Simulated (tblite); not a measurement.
C6H13P.
Z-matrix (Å and degrees, GFN2-xTB geometry), rows numbered from 1:
```
C 
P   1  1.7065
C   2  1.8860  1  132.18
C   2  1.8408  1  110.91  3   137.07
C   4  1.5441  2   89.56  1    93.54
C   5  1.5460  4   98.32  2    18.48
C   6  1.5142  2  117.48  1    25.88
H   1  1.0922  2  109.28  3   -63.68
H   1  1.0921  2  110.07  3    57.12
H   3  1.0907  2  108.01  1    59.25
H   3  1.0903  2  108.11  1   -57.95
H   3  1.0867  2  112.64  1  -179.42
H   4  1.0879  2  115.15  1   -23.97
H   4  1.0899  2  113.42  1  -151.62
H   5  1.0886  4  110.27  2   -96.29
H   5  1.0905  4  114.73  2   140.61
H   6  1.0941  2  111.34  1   155.24
H   7  1.0882  6  109.45  2   -41.59
H   7  1.0884  6  110.79  2    78.08
H   7  1.0893  6  110.51  2  -161.58
```

Method: GFN2-xTB as coded in tblite; computed harmonic values from a numerical Hessian at the method's own geometry, unscaled. This tight-binding method is rough: wavenumbers can miss measured ones by several per cent, in bad cases by 10 to 20. One conformer, not necessarily the lowest.

Harmonic wavenumbers (cm⁻¹): 76.8, 142.3, 169.3, 186.9, 195.5, 217.5, 243.2, 289.9, 308.1, 411.1, 479.8, 634.6, 675.4, 707.1, 769.8, 775.0, 793.1, 806.7, 878.0, 915.0, 923.6, 971.3, 1004.4, 1008.5, 1028.4, 1129.2, 1136.6, 1155.3, 1193.1, 1215.1, 1255.3, 1289.2, 1302.4, 1396.7, 1401.5, 1418.7, 1429.6, 1440.5, 1471.8, 1487.0, 1495.5, 2921.2, 2924.9, 2934.2, 2972.1, 2981.9, 2984.0, 2989.6, 3000.0, 3010.1, 3013.2, 3016.1, 3025.5, 3030.9.

A = 2625, B = 1907, C = 1730 MHz; mass 116.075 u (most abundant isotopes); point group C1, symmetry number 1.

Problem. Zero-point energy?

Solution. ½Σν̃ = 37316 cm⁻¹ = 106.69 kcal/mol.

Problem. Give the ideal-gas entropy at 200 K and 1 bar in the rigid-rotor, harmonic-oscillator model (classical rotation).

Solution. Translation 38.20, rotation 26.82, vibration 15.29: S = 80.3 cal/(mol K).

Problem. And Cp and H(200 K) − H(0)?

Solution. Cp = 27.57 cal/(mol K), of which vibrations give 19.62 (their classical limit is 54 R = 107.3); H(200 K) − H(0) = 3.44 kcal/mol without the zero-point energy, 1.85 from vibrations.

Problem. Which modes carry the vibrational entropy at 200 K?

Solution. 76.8 cm⁻¹: 3.19; 142.3 cm⁻¹: 2.03; 169.3 cm⁻¹: 1.71; 186.9 cm⁻¹: 1.54; 195.5 cm⁻¹: 1.47; 217.5 cm⁻¹: 1.29 cal/(mol K); the other 48 give 4.07 together.

Problem. How do the functions run with temperature in this model?

Solution. 
| T (K) | S (cal/(mol K)) | Cp (cal/(mol K)) | H − H(0) (kcal/mol) | G − H(0) (kcal/mol) | ln q(vib) |
| --- | --- | --- | --- | --- | --- |
| 50 | 55.2 | 11.0 | 0.44 | -2.32 | 0.15 |
| 100 | 64.9 | 17.7 | 1.16 | -5.33 | 0.87 |
| 298.15 | 93.2 | 37.8 | 6.64 | -21.15 | 5.38 |
| 373.15 | 102.5 | 45.6 | 9.77 | -28.49 | 7.20 |
| 500 | 117.6 | 57.2 | 16.32 | -42.46 | 10.35 |
| 750 | 144.1 | 73.5 | 32.80 | -75.25 | 16.48 |
| 1000 | 166.8 | 84.4 | 52.63 | -114.18 | 22.30 |

q(vib) and H(0) count from the zero-point level.

Problem. What must be added to the electronic energy to get the Gibbs energy at 200 K and 1 bar?

Solution. ZPE + [H(200 K) − H(0)] − T·S = 106.69 + 3.44 − 16.06 = 94.07 kcal/mol.

Problem. Blend soft modes into free rotors: weight 1/[1 + (100 cm⁻¹/ν̃)⁴] for the oscillator and the rest for a rotor with moment μB/(μ + B), μ = h/(8π²ν), B = 10⁻⁴⁴ kg m². What vibrational entropy results?

Solution. 15.07 cal/(mol K) in place of 15.29, which changes −T·S at 200 K by +0.04 kcal/mol.

Hindered rotation and anharmonicity are outside this model. Other conformers, if any are populated, would add a mixing term that is left out. The structure is chiral; the term R ln 2 for an equal mix with its mirror image is left out.
